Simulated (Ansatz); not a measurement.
B8N8H22, a nanocrystal cut from wurtzite BN (hydrogen-capped). Charge 0, multiplicity 1. Geometry PBE-D4/def2-SVP.

Cartesian coordinates in Å:
```
B 0.5304 -1.6086 -2.4354
N -0.1980 -0.2396 -2.8669
N 0.4866 -1.5974 -0.8462
B 1.3028 -0.3790 -0.2616
B -0.7123 0.6301 -1.6365
N 0.5294 0.9504 -0.7232
N 1.2723 -0.3894 1.3169
B 2.1108 0.8212 1.9159
B 0.0645 1.8240 0.5012
N 1.3486 2.1373 1.3886
B -0.9914 -1.6201 -0.3345
N -1.6716 -0.2512 -0.7706
N -0.9576 -1.6272 1.2566
B -0.1866 -0.3828 1.8810
B -2.2096 0.6027 0.4663
N -0.9075 0.9233 1.3323
H 1.6945 -1.5911 -2.8313
H -0.1121 -2.5624 -2.8736
H 0.4298 0.3335 -3.4452
H -0.9967 -0.4394 -3.4826
H 0.9609 -2.4704 -0.5801
H 2.4581 -0.3931 -0.6733
H -1.2554 1.6478 -2.0555
H 1.1749 1.5249 -1.2787
H 1.7713 -1.2244 1.6509
H 3.2568 0.8098 1.4702
H 2.0731 0.7995 3.1458
H -0.4545 2.8788 0.1486
H 1.9919 2.7328 0.8513
H 1.0625 2.7255 2.1818
H -1.6134 -2.6002 -0.7385
H -2.5073 -0.4649 -1.3272
H -0.5890 -2.5162 1.6192
H -1.9373 -1.5691 1.5801
H -0.2163 -0.4522 3.1078
H -2.7399 1.6400 0.0796
H -3.0127 -0.0703 1.1339
H -1.2501 1.4675 2.1326
```

Single mean-field runs in def2-TZVP are fitted with def2-universal-jkfit.

Q: Estimate the orbital energies around the gap (eV) in Ansatz with HF/6-31G, PBE-D4/def2-SVP, PBE-D4/def2-TZVP, B97M-V/def2-TZVP, PBE0-D4/def2-SVP.

A: 
```
orbital  HF/6-31G  PBE-D4/def2-SVP  PBE-D4/def2-TZVP  B97M-V/def2-TZVP  PBE0-D4/def2-SVP
 HOMO−9    -12.84            -7.75             -7.90             -8.39             -9.25
 HOMO−8    -12.26            -7.37             -7.49             -7.97             -8.83
 HOMO−7    -12.19            -7.32             -7.46             -7.95             -8.76
 HOMO−6    -11.69            -6.90             -7.02             -7.46             -8.31
 HOMO−5    -11.46            -6.71             -6.85             -7.29             -8.11
 HOMO−4    -11.12            -6.48             -6.62             -7.05             -7.86
 HOMO−3    -10.96            -6.36             -6.48             -6.92             -7.73
 HOMO−2    -10.93            -6.31             -6.47             -6.88             -7.70
 HOMO−1    -10.68            -6.09             -6.25             -6.67             -7.47
   HOMO    -10.42            -5.95             -6.10             -6.51             -7.28
   LUMO      4.76            -0.07             -0.73             -0.66              0.86
 LUMO+1      5.30             0.30             -0.43             -0.31              1.23
 LUMO+2      5.42             0.46             -0.25             -0.13              1.41
 LUMO+3      6.12             0.95              0.13              0.26              1.92
 LUMO+4      6.49             1.26              0.49              0.63              2.22
 LUMO+5      6.51             1.29              0.49              0.63              2.26
```
